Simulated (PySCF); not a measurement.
# Worked example: dipole moment from atomic charges

TaOCl3, SMILES [Cl][Ta]([Cl])([Cl])=[O], multiplicity 1. Atoms are numbered in the order given.

```xyz
5

Ta     0.0000     0.0000    -0.1534
O      0.0000     0.0000    -1.8665
Cl     1.9046     1.0996     0.5124
Cl     0.0000    -2.1992     0.5124
Cl    -1.9046     1.0996     0.5124
```
Charge 0, spin multiplicity 1.

Geometry: r2SCAN-D4/def2-SVP. The multiplicity is an assumed one; no other spin state was optimised. The isomer is the one that the SMILES or the coordinates give; other isomers of the formula were not compared. The def2 effective core potentials stand for the cores of Ta; spin–orbit coupling is left out.

Charges (e) from PBE/def2-TZVP run with PySCF:

```
atom  Mulliken  ESP fit
----  --------  -------
Ta1      1.140    0.538
O2      -0.383   -0.292
Cl3     -0.252   -0.083
Cl4     -0.252   -0.081
Cl5     -0.252   -0.083
```

The dipole moment of the full density is 1.56 D.

### Question
What dipole moment does each set of point charges give, and which comes closer to that of the density?

### Answer

μ = Σ q r, and 1 e Å = 4.8032 D.
Mulliken: Σ q r = (0.000, 0.000, 0.153) e Å, |μ| = 0.73 D.
ESP fit: Σ q r = (0.000, -0.004, 0.336) e Å, |μ| = 1.61 D.
ESP fit comes closer in size. Point charges leave out the atoms' own dipoles (lone pairs, polarised bonds); fits to the potential absorb them, partitions of the density don't.
